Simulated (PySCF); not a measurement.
Species: ClGeH₇Si₂.
SMILES with atom numbers: `[Cl:1][SiH2:2][SiH2:3][GeH3:4]` (hydrogens: H5, H6 on Si2; H7, H8 on Si3; H9, H10, H11 on Ge4)

Cartesian coordinates in Å at the PBE0-D3(BJ)/def2-SVP level; atoms count from 1:
```
atom  x, y, z in Å
Cl1   -1.0060   -2.2990    0.7387
Si2   -1.6222   -0.3666    0.2569
Si3    0.2850    0.9134   -0.2473
Ge4    2.2363   -0.4038    0.1197
H5    -2.5636   -0.4638   -0.8964
H6    -2.3564    0.1751    1.4374
H7     0.2245    1.3613   -1.6745
H8     0.2990    2.1296    0.6258
H9     2.2957   -0.8620    1.5861
H10    3.4923    0.4314   -0.1954
H11    2.2138   -1.6363   -0.7993
```

Jobs on this species (11 atoms, 84 electrons) with PySCF (density fitting). Hardware of each: an Arm Neoverse N1 with one thread, on a shared host. The host was shared with other jobs, so the times are rough. Peak memory is the resident size of the whole Python process, interpreter and libraries included.

```json
{"level and settings": "delta-SCF UKS SCAN, pcX-2 on the ionised atom, pcseg-1 elsewhere, spin-free X2C", "work": "ΔSCF core ionisation, 6 holes", "basis functions": "158", "SCF cycles": "?", "wall time": "?", "peak memory": "?"}
{"level and settings": "delta-SCF UKS PBE0, pcX-2 on the ionised atom, pcseg-1 elsewhere, spin-free X2C", "work": "ΔSCF core ionisation, 6 holes", "basis functions": "158", "SCF cycles": "63", "wall time": "68 s", "peak memory": "0.63 GiB"}
{"level and settings": "delta-SCF UKS SCAN, pcX-2 on the ionised atom, pcseg-1 elsewhere, non-relativistic", "work": "ΔSCF core ionisation, 6 holes", "basis functions": "158", "SCF cycles": "72", "wall time": "41 s", "peak memory": "0.52 GiB"}
{"level and settings": "delta-SCF UKS B3LYP, pcX-2 on the ionised atom, pcseg-1 elsewhere, spin-free X2C", "work": "ΔSCF core ionisation, 6 holes", "basis functions": "158", "SCF cycles": "64", "wall time": "71 s", "peak memory": "0.67 GiB"}
{"level and settings": "delta-SCF UKS SCAN, pcX-1 on the ionised atom, pcseg-1 elsewhere, spin-free X2C", "work": "ΔSCF core ionisation, 6 holes", "basis functions": "138", "SCF cycles": "71", "wall time": "35 s", "peak memory": "0.46 GiB"}
{"level and settings": "delta-SCF UKS HF, pcX-2 on the ionised atom, pcseg-1 elsewhere, spin-free X2C", "work": "ΔSCF core ionisation, 6 holes", "basis functions": "158", "SCF cycles": "64", "wall time": "49 s", "peak memory": "0.65 GiB"}
{"level and settings": "delta-SCF UKS SCAN, def2-TZVP on the ionised atom, pcseg-1 elsewhere, spin-free X2C", "work": "ΔSCF core ionisation, 6 holes", "basis functions": "135", "SCF cycles": "71", "wall time": "39 s", "peak memory": "0.46 GiB"}
{"level and settings": "delta-SCF UKS PBE, pcX-2 on the ionised atom, pcseg-1 elsewhere, spin-free X2C", "work": "ΔSCF core ionisation, 6 holes", "basis functions": "158", "SCF cycles": "74", "wall time": "30 s", "peak memory": "0.53 GiB"}
{"level and settings": "PBE0-D3(BJ)/def2-SVP, grid level 1", "work": "geometry optimisation from a GFN2-xTB start shaken at random", "basis functions": "121", "SCF cycles": "39", "wall time": "69 s", "peak memory": "0.48 GiB"}
```

Question: Fill in the missing figures.

Answer: 
- delta-SCF UKS SCAN, pcX-2 on the ionised atom, pcseg-1 elsewhere, spin-free X2C; ΔSCF core ionisation, 6 holes: 42 s, 0.53 GiB, 71 SCF cycles

Question: What do all jobs in the table cost together?

Answer: About 7.4 min; the longest takes about 16 % of that, and about 2.4 times as long as the shortest.
